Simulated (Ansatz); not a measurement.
A rate constant, worked out

An elementary step of GaH$_{5}$O$_{3}$, closed shell (GaH₃O₂ ([OH][GaH][OH]) + H₂O → GaH₃O₃ ([OH][Ga]([OH])[OH]) + H₂; Ga–H, H–O broken or loosened, Ga–O, H–H formed or tightened). The start structure is the complex of the reactants, bound by 0.63 eV, and the electronic barrier above it is 1.412 eV by CCSD(T) at an estimated basis limit (MP2 extrapolated from triple and quadruple zeta, plus CCSD(T) − MP2 in triple zeta). Ansatz 0.2.0; basis: def2-TZVPP and def2-QZVPP; cores frozen in the correlated methods. Filled d shells of the heavier atoms are correlated. The def2 sets are not built for correlating such inner shells, so the correlated values are less sure here. Extrapolation: Hartree–Fock as exp(−7.88 √X), correlation as X^−2.97. Harmonic wavenumbers at PBE0-D4/def2-TZVP (Ansatz 0.2.0), in cm⁻¹:

Start: 134, 174, 184, 246, 263, 291, 385, 516, 563, 626, 650, 682, 754, 823, 836, 1614, 2005, 3606, 3880, 3906, 3920.

Saddle: 1273i, 129, 168, 215, 235, 271, 331, 551, 572, 679, 729, 756, 841, 856, 918, 1355, 1767, 1822, 3849, 3907, 3911.

Task: Work out the transition-state-theory rate constant at 600 K from these numbers alone (harmonic vibrations; rotation, path degeneracy and anharmonicity left out), and the Wigner tunnelling factor. Use 1 cm⁻¹ = 1.2398 × 10⁻⁴ eV and k_B = 8.617 × 10⁻⁵ eV/K.

Result: Zero-point energies, half the sums: start 26058/2 cm⁻¹ = 1.6154 eV; saddle, real modes only, 23862/2 cm⁻¹ = 1.4793 eV.
Barrier with zero-point energy: 1.412 + 1.4793 − 1.6154 = 1.2759 eV.
k_BT = 0.05170 eV, so the barrier is 24.68 k_BT.
Vibrational partition functions from the zero-point level, ln q = −Σ ln(1 − exp(−hν/k_BT)): start 8.012, saddle 7.175.
k = (k_BT/h) exp(ln q‡ − ln q) exp(−E0/k_BT), with log₁₀(k_BT/h in s⁻¹) = 13.10: log₁₀ k = 13.10 + (-0.837 − 24.68)/2.3026 = 2.02, so k ≈ 1 × 10^(2) s⁻¹.
Wigner factor: 1 + (hν‡/k_BT)²/24 = 1 + (3.05)²/24 = 1.39. A change of 1 kcal/mol (0.043 eV) in the barrier would change k by a factor of 2.3 at this temperature.

T1 diagnostic: at most 0.015.

The step is the kind of ligand exchange by which a precursor binds to a hydroxyl group, or is hydrolysed, in atomic layer deposition of oxides.

Labels in which every atom is bracketed show which atoms are joined, not bond orders.

For scale, one of the runs: CCSD(T)/def2-TZVPP, 211 basis functions, launched by `ansatz run in.yaml --threads 4 --pin off --events-out ev --progress --plain --max-ram 9574MiB`. Time: 2.4 min of wall clock on 4 CPU threads of an Intel Xeon; the host was shared. Peak host memory: 3.2 GiB.
